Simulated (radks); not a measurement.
Values are calculated unless marked as measured or tabulated.
The nuclear charge of neutral selenium is varied continuously with 34 electrons held in [Ar] 3d10 4s2 4p4. Level of theory: Dirac Kohn-Sham, PBE, spin-unpolarised, spherical densities, finite nucleus; open shells fill j = l - 1/2 first; Fermi nuclear charge, rms radius 4.14 fm (a radial shooting solver on a logarithmic mesh with Libxc functionals). By the Hellmann-Feynman theorem dE/dZ = E(electron-nucleus)/Z, the electronic potential at the nucleus (averaged over a nucleus of fixed radius).

Z     E (hartree)  E(electron-nucleus)/Z (hartree)   HOMO  e(HOMO) (eV)  <r> HOMO (bohr)
33.8  -2395.72551                         -171.195  4p3/2        -4.523            2.421
33.9  -2412.87953                         -171.885  4p3/2        -5.418            2.370
34    -2430.10258                         -172.576  4p3/2        -6.346            2.323
34.1  -2447.39463                         -173.265  4p3/2        -7.306            2.279
34.2  -2464.75562                         -173.955  4p3/2        -8.297            2.238
34.3  -2482.18555                         -174.644  4p3/2        -9.317            2.199
34.4  -2499.68437                         -175.333  4p3/2       -10.367            2.162
34.5  -2517.25207                         -176.021  4p3/2       -11.444            2.127
34.6  -2534.88862                         -176.710  4p3/2       -12.549            2.094
34.7  -2552.59402                         -177.398  4p3/2       -13.681            2.063
34.8  -2570.36825                         -178.086  4p3/2       -14.839            2.032
34.9  -2588.21129                         -178.774  4p3/2       -16.024            2.003
35    -2606.12314                         -179.462  4p3/2       -17.233            1.976

The central difference of E at Z = 34 is -172.575 hartree, to compare with the third column; the second derivative is -6.9 hartree.
